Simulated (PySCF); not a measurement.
GaF₃, SMILES [Ga]([F])([F])[F]. Geometry: PBE0-D3(BJ)/def2-SVP. The isomer is the one that the SMILES or the coordinates give; other isomers of the formula were not compared.

TDA-PBE/def2-SVPD (PySCF) puts the lowest singlet excitations at 6.35, 6.56, 6.56, 6.67, 6.67, 7.37 eV.

Question: What are the lowest excitation roots from ADC(2)/aug-cc-pVDZ run with PySCF 2.14.0? (The exact figures need the calculation; the answer reports its results.)

Answer: 7.85, 8.04, 8.04, 8.14, 8.14, 8.87 eV. S1 differs by 1.50 eV (second minus first; roots are paired by order, and the bases may differ).
